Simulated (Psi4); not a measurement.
Intermolecular potential of CF4 ··· CH3Br (SMILES FC(F)(F)F and CBr), singlet. Monomers: optimised at B3LYP-D3(BJ) (def2-TZVP), held rigid. Orientation: lowest of the rigid-body minima from ten starts at GFN2-xTB. The monomers approach along the line of their centres of mass (distance R); nothing else relaxes.

Methods: PBE/def2-TZVP, counterpoise-corrected (Psi4); PBE-D3(BJ)/def2-TZVP, counterpoise-corrected (Psi4); SAPT0/jun-cc-pVDZ, frozen core (Psi4).

Interaction energies in kcal/mol; the last columns give the difference from SAPT0:

```
R / Å  PBE/def2-TZVP  PBE-D3(BJ)/def2-TZVP  SAPT0/jun-cc-pVDZ  PBE/def2-TZVP − SAPT0/jun-cc-pVDZ  PBE-D3(BJ)/def2-TZVP − SAPT0/jun-cc-pVDZ
-----  -------------  --------------------  -----------------  ---------------------------------  ----------------------------------------
3.28            5.85                  4.38               4.84                               1.01                                     -0.47
3.48            2.48                  1.19               1.67                               0.82                                     -0.48
3.70            0.73                 -0.37               0.11                               0.62                                     -0.48
3.86            0.12                 -0.84              -0.38                               0.50                                     -0.46
4.10           -0.26                 -1.03              -0.63                               0.37                                     -0.40
4.27           -0.34                 -0.99              -0.65                               0.31                                     -0.34
4.58           -0.33                 -0.80              -0.55                               0.22                                     -0.24
4.90           -0.25                 -0.58              -0.42                               0.17                                     -0.16
5.37           -0.13                 -0.33              -0.26                               0.13                                     -0.07
6.05           -0.05                 -0.14              -0.13                               0.09                                     -0.01
7.05           -0.01                 -0.05              -0.06                               0.04                                      0.00
8.36            0.00                 -0.02              -0.02                               0.02                                      0.00
```

PBE/def2-TZVP is furthest from SAPT0/jun-cc-pVDZ at 3.28 (1.01 kcal/mol, above); its mean absolute difference over the points is 0.36 kcal/mol.

PBE-D3(BJ)/def2-TZVP is furthest from SAPT0/jun-cc-pVDZ at 3.70 (-0.48 kcal/mol, below); its mean absolute difference over the points is 0.26 kcal/mol.
